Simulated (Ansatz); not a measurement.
```xyz
6

N     0.3049   -1.7349    1.6737
C     0.1606   -0.9138    0.8816
Si   -0.0680    0.3869   -0.3733
F    -1.3121    0.0407   -1.2518
F     1.2071    0.4638   -1.2720
F    -0.2924    1.7572    0.3418
```

The species carries charge 0 and has multiplicity 1.

List the ωB97M-V/def2-TZVPP orbital energies in eV (Ansatz). (An estimate is asked.)

Computed: Occupied: -1810.95, -679.06, -679.06, -679.06, -396.06, -283.00, -151.73, -105.88, -105.88, -105.85, -38.24, -37.49, -37.49, -29.13, -21.01, -18.73, -18.28, -18.28, -16.85, -16.85, -16.28, -16.21, -16.21, -15.65, -13.86, -13.34, -13.34. Lowest empty: 0.85, 0.85, 2.39, 3.19, 4.57, 4.57, 4.86, 7.19.
